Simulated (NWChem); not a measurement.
System: C₂H₆N, doublet; SMILES C[N]C

```xyz
9

C      1.1849     0.0242     0.1500
N      0.0002    -0.4833    -0.4570
C     -1.1848     0.0235     0.1499
H      2.0850    -0.3831    -0.3340
H      1.2294    -0.2227     1.2320
H      1.2311     1.1324     0.0940
H     -1.2297    -0.2243     1.2317
H     -2.0848    -0.3836    -0.3347
H     -1.2313     1.1318     0.0948
```
Atoms are numbered in this order, from 1.

Level: PBE0/def2-SVP, spin-unrestricted (NWChem), optimised geometry, unscaled harmonic frequencies. 

Task: List the harmonic frequencies with IR intensities, and the thermochemistry.

Result: 
| frequency (cm⁻¹) | IR intensity (km/mol) |
|---|---|
| 80 | 0.0 |
| 110 | 0.7 |
| 430 | 2.0 |
| 908 | 0.6 |
| 968 | 7.5 |
| 1005 | 0.0 |
| 1038 | 0.3 |
| 1197 | 0.0 |
| 1269 | 5.4 |
| 1366 | 1.4 |
| 1388 | 19.4 |
| 1441 | 0.0 |
| 1445 | 0.0 |
| 1464 | 21.2 |
| 1467 | 0.2 |
| 2960 | 18.5 |
| 2968 | 22.6 |
| 3025 | 0.0 |
| 3028 | 53.3 |
| 3137 | 37.3 |
| 3138 | 12.7 |

The zero-point energy is 48.3 kcal/mol, the thermal correction to the enthalpy at 298.15 K (with zero-point energy) is 52.0 kcal/mol and the heat capacity Cv comes out as 13.8 cal/(mol K). The entropy at 298.15 K and 1 atm (symmetry number 2, electronic part: spin degeneracy alone) is 67.9 cal/(mol K) and the dipole moment is 1.77 D.

Rigid rotor and harmonic oscillator; modes under 100 cm⁻¹ make the entropy uncertain.
